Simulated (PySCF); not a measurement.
A structure optimised at B3LYP-D3(BJ)/def2-SVP, used in a PySCF frequency run:

```
C
C 1 1.3591
O 2 1.3331 1 121.57
H 1 1.0901 2 120.82 3 180.00
H 2 1.0936 3 113.89 1 180.00
B 3 1.3983 2 119.46 5 180.00
F 6 1.3252 3 114.88 2 180.00
N 6 1.4218 7 123.70 3 180.00
C 8 1.2985 6 116.26 7 180.00
H 9 1.1037 8 118.82 6 -180.00
```
Charge 0, spin multiplicity 1.

Problem. Write its SMILES, formula and point group.

Solution. FB1N=CC=CO1, C3H3BFNO, Cs

Problem. What are its rotational constants (standard atomic weights)?

Solution. 5.6690, 2.6989, 1.8284 GHz
